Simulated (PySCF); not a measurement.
Does the answer move with the share of exact exchange?

Species: methane selenol, CH4Se.
SMILES: `C[SeH]`

PySCF, def2-SVPD basis, density fitting, gas phase, PBE0-D3(BJ)/def2-SVP geometry; singlet excitations by full TDDFT with frozen cores, triplets by Tamm–Dancoff TDDFT and ionisation energies by ΔSCF, from the lowest of the holes tried. One functional is left out:

| functional | exact exchange (%) | HOMO energy (eV) | LUMO energy (eV) | lowest singlet excitation (eV) | lowest triplet excitation (eV) | mean polarisability (au) | vertical ionisation energy (eV) |
| --- | --- | --- | --- | --- | --- | --- | --- |
| LDA | 0 | -5.45 | -1.05 | 4.55 | 4.23 | 45.0 | 9.12 |
| PBE | 0 | -5.35 | -0.95 | 4.53 | 4.15 | 44.7 | 8.91 |
| B3LYP | 20 | -6.29 | -0.43 | 4.67 | 4.28 | 43.9 | 9.03 |
| BHandHLYP | 50 | -7.54 | 0.48 | 4.91 | 4.46 | 42.7 | 8.90 |

Problem. Predict the row of PBE0 (25 % exact exchange) by straight lines through the other rows, and check it.

Solution. 
```tsv
property	line	computed	computed − line	B3LYP (20 %), for comparison
HOMO energy (eV)	-6.48	-6.51	-0.03	-6.29
LUMO energy (eV)	-0.27	-0.15	+0.12	-0.43
lowest singlet excitation (eV)	4.72	4.81	+0.09	4.67
lowest triplet excitation (eV)	4.32	4.36	+0.04	4.28
mean polarisability (au)	43.8	43.4	-0.4	43.9
vertical ionisation energy (eV)	8.97	8.96	-0.01	9.03
```
